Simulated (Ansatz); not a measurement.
Two isomers of C2H9NOSi: A = `CO[SiH2]CN`, B = `CC(N)O[SiH3]`.

Isolated molecules relaxed with PBE0-D4/def2-TZVP in Ansatz; ΔE leaves out vibrations. CBS: MP2 limit from def2 TZ/QZ plus the TZ coupled-cluster correction, frozen cores. DFT in def2-TZVPP. B3LYP here is the variant with VWN-RPA as its local correlation; programs differ in this. One conformer a species, not always the lowest.

Problem. Which isomer does CCSD(T)/CBS put lower? Give the gap. (Best estimate.)

Solution. The calculation gave: B, by 6.0 kcal/mol.

Problem. Give E(B) − E(A) in kcal/mol with B3LYP-D4, ωB97M-V, B3LYP, HF/def2-TZVPP, CCSD(T)/def2-TZVPP, PBE-D4, MP2/def2-TZVPP. (Estimate.)

Solution. Computed: B3LYP-D4 -5.2, ωB97M-V -5.7, B3LYP -5.2, HF/def2-TZVPP -6.4, CCSD(T)/def2-TZVPP -6.4, PBE-D4 -5.4, MP2/def2-TZVPP -6.5. None reverses the order clearly.

Largest T1 diagnostic: 0.011.
